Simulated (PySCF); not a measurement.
Krypton: a sound run and one with changed settings

Sound run: Kr²⁺ [Ar] 3d10 4s2 4p4, Kr³⁺ [Ar] 3d10 4s2 4p3. All numbers are calculated (PySCF 2.14, scalar relativity by spin-free X2C-1e, in jorge-DZP-DKH). In the sound run the correlated levels freeze [Ar] 3d10. The sound run starts from symmetry-adapted Hartree-Fock orbitals and uses a fine grid where one is needed.

Changed run: a valence shell is frozen. This setting is unsound on purpose.

```
species   method  sound run (hartree)  changed run (hartree)  converged
   Kr²⁺      MP2          -2786.70492            -2786.68216        yes
   Kr²⁺  CCSD(T)          -2786.71104            -2786.68389        yes
   Kr³⁺      MP2          -2785.44442            -2785.41932        yes
   Kr³⁺  CCSD(T)          -2785.45014            -2785.42007        yes
```

Ionisation energy of Kr²⁺:

```json
{"method": "UHF", "sound run (eV)": "34.148", "changed run (eV)": "34.148"}
{"method": "MP2", "sound run (eV)": "34.300", "changed run (eV)": "34.364"}
{"method": "SCS-MP2", "sound run (eV)": "34.306", "changed run (eV)": "34.415"}
{"method": "CCSD", "sound run (eV)": "34.307", "changed run (eV)": "34.388"}
{"method": "CCSD(T)", "sound run (eV)": "34.311", "changed run (eV)": "34.390"}
```

Freezing a valence shell removes pair correlation that changes on ionisation.

For comparison, NIST gives 35.838 ± 0.02 eV between the lowest levels.
